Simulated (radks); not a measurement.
Neutral scandium inside a hard spherical wall (all orbitals vanish at R), configuration held at [Ar] 3d1 4s2 and not refilled when levels cross. Method: scalar-relativistic Kohn-Sham, PBE, spin-polarised, spherical densities, finite nucleus; open shells are filled with parallel spins first; Fermi nuclear charge, rms radius 3.5459 fm; computed with a radial shooting solver on a logarithmic mesh with Libxc functionals. Eigenvalues in eV for spin up, with the zero of energy where the potential of the charges vanishes at infinity; a dash marks a level that is unbound or too diffuse for the functional's potential to be trusted. A positive occupied level is held by the wall or, in an anion where self-interaction has pushed it up, behind a barrier. The pressure on the wall is -dE/dV.

| R (bohr) | E (hartree) | kinetic (hartree) | e(3s) | e(3p) | e(4s) | e(3d) | e(4p, empty) | e(5s, empty) | pressure (GPa) |
|---|---|---|---|---|---|---|---|---|---|
| free | -764.06114 | 769.863 | -55.345 | -33.936 | -4.300 | -3.512 | -1.528 | - | 0 |
| 20 | -764.06114 | 769.863 | -55.345 | -33.936 | -4.300 | -3.512 | -1.527 | - | < 0.0001 |
| 12 | -764.06096 | 769.865 | -55.326 | -33.917 | -4.286 | -3.494 | -1.479 | 0.929 | 0.00307 |
| 8 | -764.05026 | 769.937 | -54.819 | -33.414 | -3.882 | -3.036 | -0.733 | 5.186 | 0.396 |
| 5 | -763.84409 | 770.756 | -51.279 | -29.949 | 0.329 | 0.224 | 5.273 | 26.165 | 21.0 |
| 3.5 | -762.90516 | 773.733 | -44.622 | -23.489 | 14.758 | 7.338 | 23.235 | 76.663 | 276 |
| 2.5 | -759.23201 | 785.063 | -30.431 | -8.857 | 60.494 | 24.824 | 73.696 | 198.55 | 3010 |
